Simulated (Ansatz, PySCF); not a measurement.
Complex: SiH4 (SMILES [SiH4]) (first 5 atoms) with H2 (SMILES [H][H]); geometry from B3LYP-D3(BJ)/def2-TZVP.
(charge 0, multiplicity 1):
```xyz
7

Si     0.050     0.056    -0.013
H      0.118     0.144    -1.489
H     -1.336    -0.257     0.401
H      0.459     1.350     0.580
H      0.958    -1.011     0.462
H     -0.103    -0.119     3.359
H     -0.143    -0.159     4.101
```

Basis-set superposition error: the interaction energy with monomers in their own basis, and in the dimer's basis (counterpoise).

Codes used: Ansatz (an electronic-structure program) with Gaussian orbitals; PySCF for 6-31G* rows. 

```tsv
level	uncorrected (kJ/mol)	counterpoise (kJ/mol)	difference
SVWN5/def2-TZVPPD	-2.6	-2.5	0.1
r2SCAN/def2-TZVPPD	0.1	0.2	0.1
B97M-V/def2-TZVPPD	-0.8	-0.7	0.1
B3LYP/6-31G*	0.8	1.1	0.3
B3LYP/def2-TZVPPD	1.2	1.3	0.1
BHLYP/def2-TZVPPD	0.7	0.8	0.1
wB97X-V/def2-TZVPPD	-0.8	-0.7	0.1
wB97M-V/def2-TZVPPD	-0.7	-0.5	0.1
B2PLYP/def2-TZVPPD	0.5	0.6	0.1
SCS-MP2/aug-cc-pV(D+d)Z	-1.4	0.1	1.5
```

The error is largest for SCS-MP2/aug-cc-pV(D+d)Z (1.5 kJ/mol) and smallest for B3LYP/def2-TZVPPD (0.1 kJ/mol).
